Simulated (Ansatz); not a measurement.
Consider the formal exchange of groups at a B–Ga bond: `[CH3][Ga]([CH3])[BH]Cl` + `B[SiH2]F` → `B[SiH](F)BCl` + `[CH3][GaH][CH3]`.

Isolated molecules relaxed with PBE0-D4/def2-TZVP in Ansatz; ΔE leaves out vibrations. CBS: MP2 limit from def2 TZ/QZ plus the TZ coupled-cluster correction, frozen cores. DFT in def2-TZVPP. For Ga outer-core shells are correlated without core-valence functions, which leaves a few kJ/mol of doubt a bond. Scalar relativity is left out up to krypton. One conformer a species, not always the lowest.

```json
{"level": "B2PLYP", "ΔE (kJ/mol)": "2.9"}
{"level": "revPBE", "ΔE (kJ/mol)": "-1.9"}
{"level": "CCSD(T)/def2-TZVPP", "ΔE (kJ/mol)": "4.5"}
{"level": "SCS-MP2/def2-QZVPP", "ΔE (kJ/mol)": "6.7"}
```

(1) What does CCSD(T)/CBS give? (Estimate.)

Largest T1 diagnostic among the species: 0.014.

Answers

(1) Ansatz gave: +4.7 kJ/mol. The listed levels differ from it by -1.8, -6.6, -0.2, 2.0 kJ/mol.

At CCSD(T), def2-SVP lies −7.1 kJ/mol from the extrapolated value and def2-TZVPP −0.2 kJ/mol. Leaving LDA and LC-ωPBE aside and taking each functional with its dispersion term where it has one, the values, not all of them listed here, spread over 15.8 kJ/mol, from B97M-V to B2PLYP. LDA lies −4.8 kJ/mol from PBE without D4.
